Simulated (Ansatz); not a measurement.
Geometry optimisation, RKS revPBE-D4/6-31G* (Ansatz 0.2.0).

Input file:

```yaml
crystal:
  periodic: [false, false, false]
  atoms:
    - { symbol: Si, position_ang: [0.423949, -0.327368, -0.161131] }
    - { symbol: H, position_ang: [-0.602355, -0.123053, 2.296099] }
    - { symbol: Cl, position_ang: [1.433337, -0.389709, -1.975921] }
    - { symbol: H, position_ang: [0.165056, 1.082057, 0.207364] }
    - { symbol: O, position_ang: [-1.027899, -1.108179, -0.306291] }
    - { symbol: H, position_ang: [-1.003202, -1.954099, -0.795917] }
    - { symbol: F, position_ang: [1.407237, -1.037363, 0.893805] }
    - { symbol: H, position_ang: [0.009376, -0.469386, 2.398992] }
basis:
  gaussian: { orbitals: "6-31G*" }
hamiltonian:
  xc: revpbe
  dispersion: d4
relax:
  f_tol: 0.03
  max_steps: 50
output:
  orbitals: {}
```

Command:

```bash
$ ansatz run input.yaml --threads 1 --pin off --max-ram 2048MiB --backend cpu --events-out ev --progress --plain --runs-dir out
```

Where does it end, and by what steps?

The forces met the threshold. The force dipped under the threshold on the way, but the program's further checks kept it going. After 8 steps the energy has fallen by 0.204 eV; H2 moved furthest, 0.76 Å.

```json
{"step": "0", "energy less start (eV)": "0.0000", "largest force component (eV/Å)": "1.349", "accepted": "yes"}
{"step": "1", "energy less start (eV)": "-0.1340", "largest force component (eV/Å)": "0.268", "accepted": "yes"}
{"step": "2", "energy less start (eV)": "-0.1746", "largest force component (eV/Å)": "0.405", "accepted": "yes"}
{"step": "3", "energy less start (eV)": "-0.1978", "largest force component (eV/Å)": "0.129", "accepted": "yes"}
{"step": "4", "energy less start (eV)": "-0.1933", "largest force component (eV/Å)": "0.333", "accepted": "no"}
{"step": "5", "energy less start (eV)": "-0.2014", "largest force component (eV/Å)": "0.030", "accepted": "yes"}
{"step": "6", "energy less start (eV)": "-0.2028", "largest force component (eV/Å)": "0.024", "accepted": "yes"}
{"step": "7", "energy less start (eV)": "-0.2033", "largest force component (eV/Å)": "0.018", "accepted": "yes"}
{"step": "8", "energy less start (eV)": "-0.2037", "largest force component (eV/Å)": "0.015", "accepted": "yes"}
```

```xyz
8
Properties=species:S:1:pos:R:3
Si 0.482 -0.356 -0.409
H -0.792 -0.061 3.031
Cl 1.512 -0.395 -2.208
H 0.216 1.043 0.001
O -0.980 -1.118 -0.552
H -0.966 -2.005 -0.961
F 1.439 -1.086 0.676
H -0.105 -0.351 2.980
```

Time of the run: 22 s on 1 thread of Arm Neoverse V2, on a shared host, peak memory 0.14 GiB.
